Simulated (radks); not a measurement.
Charge is removed step by step from the 3d5/2 level of the rhenium ion Re+, starting from [Ar] 3d(3/2: 4, 5/2: 6) 4s2 4p6 4d10 4f14 5s2 5p6 5d5 6s1. All-electron calculation, Dirac Kohn-Sham, PBE, spin-unpolarised, spherical densities, finite nucleus; open shells fill j = l - 1/2 first; Fermi nuclear charge, rms radius 5.3698 fm. Program: a radial shooting solver on a logarithmic mesh with Libxc functionals.

[
 {"removed (e)": "0", "E - E(0) (eV)": "0.000", "eigenvalue (eV)": "-1857.0", "E minus straight line (eV)": "0.000"},
 {"removed (e)": "0.125", "E - E(0) (eV)": "232.63", "eigenvalue (eV)": "-1865.1", "E minus straight line (eV)": "-3.601"},
 {"removed (e)": "0.25", "E - E(0) (eV)": "466.28", "eigenvalue (eV)": "-1873.2", "E minus straight line (eV)": "-6.188"},
 {"removed (e)": "0.375", "E - E(0) (eV)": "700.95", "eigenvalue (eV)": "-1881.4", "E minus straight line (eV)": "-7.753"},
 {"removed (e)": "0.5", "E - E(0) (eV)": "936.64", "eigenvalue (eV)": "-1889.7", "E minus straight line (eV)": "-8.289"},
 {"removed (e)": "0.625", "E - E(0) (eV)": "1173.4", "eigenvalue (eV)": "-1898.0", "E minus straight line (eV)": "-7.789"},
 {"removed (e)": "0.75", "E - E(0) (eV)": "1411.2", "eigenvalue (eV)": "-1906.4", "E minus straight line (eV)": "-6.246"},
 {"removed (e)": "0.875", "E - E(0) (eV)": "1650.0", "eigenvalue (eV)": "-1914.8", "E minus straight line (eV)": "-3.651"},
 {"removed (e)": "1", "E - E(0) (eV)": "1889.9", "eigenvalue (eV)": "-1923.3", "E minus straight line (eV)": "0.000"}
]

Removing the whole electron costs 1889.9 eV by Delta-SCF, against 1857.0 eV from minus the eigenvalue at the starting occupation. Slater's transition state (half an electron removed) gives 1889.7 eV. Integrating minus the eigenvalue over the occupation (Janak's theorem) gives 1889.9 eV. The mean slope of the eigenvalue, de/dn, is 66.3 eV per electron.
